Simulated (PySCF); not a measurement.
Spinor energies of Rh (rhodium, neutral)

Start: [Kr] 4d7 5s2; 4d3/2 filled at m_j = +1/2, +3/2; 4d5/2 filled at m_j = -3/2, -1/2, +1/2, +3/2, +5/2. Calculated with PySCF 2.14 in x2c-TZVPall-2c: generalised Hartree-Fock with the X2C-1e Hamiltonian and a Gaussian nucleus; one run each with spin-orbit coupling (SO) switched off, then screened by Boettger's factors. This is a chosen level, not necessarily the ground level.

```tsv
spinor shell	electrons	ε, spin-free (eV)	ε, screened SO (eV)	weight of nominal j (screened SO)	rms radius, screened SO (bohr)
1s1/2	2	-23346.4	-23344.8	1.000	0.0374
2s1/2	2	-3470.3	-3469.8	1.000	0.154
2p1/2	2	-3103.7	-3203.7	1.000	0.134
2p3/2	4	-3103.7	-3057.1	1.000	0.138
3s1/2	2	-658.88	-658.70	1.000	0.415
3p1/2	2	-535.18	-553.02	1.000	0.411
3p3/2	4	-535.18	-526.76	1.000	0.422
3d3/2	4	-337.74	-340.95	0.992	0.401
3d5/2	6	-337.74	-335.40	0.995	0.405
4s1/2	2	-105.24	-105.17	1.000	1.05
4p1/2	2	-67.432	-72.396	0.833	1.15
4d5/2	5	-15.791	-16.541	0.540	1.60
4d3/2	2	-15.791	-13.935	0.627	1.65
5s1/2	2	-7.091	-7.086	1.000	3.58
```

Where does 4p3/2 lie, and what is the 4p spin-orbit splitting (screened SO)?

At -64.983 eV, 7.413 eV above 4p1/2.

```tsv
quantity	spin-free	screened SO
E (hartree)	-4780.76844	-4781.52032
M_J	9/2	9/2
⟨J²⟩	24.769	24.770
⟨L²⟩	12.005	12.149
⟨S²⟩	3.763	3.724
```

Each row is a mean over spinors that exchange with the open shell spreads, by up to 8.642 eV (4p3/2).

Rows whose weight is well below 1 are mixtures of j = l ± 1/2: exchange outweighs spin-orbit coupling there, and the label is only the starting occupation.

Breit and QED terms are absent; they matter most for the inner s and p1/2 levels.

Densities and radii are taken from the X2C orbitals without a picture-change correction, which distorts them close to the nucleus.

Without spin-orbit coupling the j labels of p, d and f shells carry no meaning; the spin-free column gives the mean over the occupied spinors of each nl shell.
